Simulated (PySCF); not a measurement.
Ga(Me)(NH2) (CH5GaN), SMILES [CH3][Ga][NH2], multiplicity 2.

Geometry: PBE0-D3(BJ)/def2-SVP. The multiplicity is an assumed one; other spin states were not compared. The isomer is the one that the SMILES or the coordinates give; other isomers of the formula were not compared. One conformer was computed; it need not be the lowest.

Level of theory: ωB97X/def2-TZVPD (PySCF).

Gas-phase values at a fixed geometry.

The total energy is -2020.75948 hartree and the point group comes out as Cs. The α spin, highest occupied and lowest empty level is -7.35 and 1.40 eV and the β spin, highest occupied and lowest empty level is -9.66 and -0.88 eV. The dipole moment is 0.68 D and the quadrupole, principal values (traceless, Buckingham form, about the centre of nuclear charge) is -0.99, -0.85, 1.84 D·Å. The mean static polarisability is 60.6 bohr³ (8.98 Å³) and the polarisability, principal values is 52.6, 57.4, 71.7 bohr³. The ⟨S²⟩ comes out as 0.753 (pure state 0.75).
